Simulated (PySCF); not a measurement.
**Nb²⁺: ionisation energy**

Nb²⁺ [Kr] 4d3 (4F) → Nb³⁺ [Kr] 4d2 (3F), as a difference of total energies. Computed with PySCF 2.14 in x2c-QZVPPall, with the spin-free X2C one-electron Hamiltonian (Gaussian nucleus). Correlated levels: valence: [Kr] frozen. The calculations carry no spin-orbit coupling.

| method | ionisation energy (eV) |
| --- | --- |
| UHF | 24.208 |
| MP2 (valence) | 24.536 |
| SCS-MP2 (valence) | 24.318 |
| CCSD (valence) | 24.602 |
| CCSD(T) (valence) | 24.605 |

How much does correlation contribute at CCSD(T) (valence)?

24.605 − (24.208) = 0.397 eV, measured against UHF.

A first-order spin-orbit estimate (lowest level to lowest level, LS coupling) adds -0.023 eV.

Errors of the correlated levels include the incompleteness of this basis and the frozen core.

For comparison: 25.04 eV (semi-empirical (NIST evaluation); NIST Atomic Spectra Database, ionization energies).
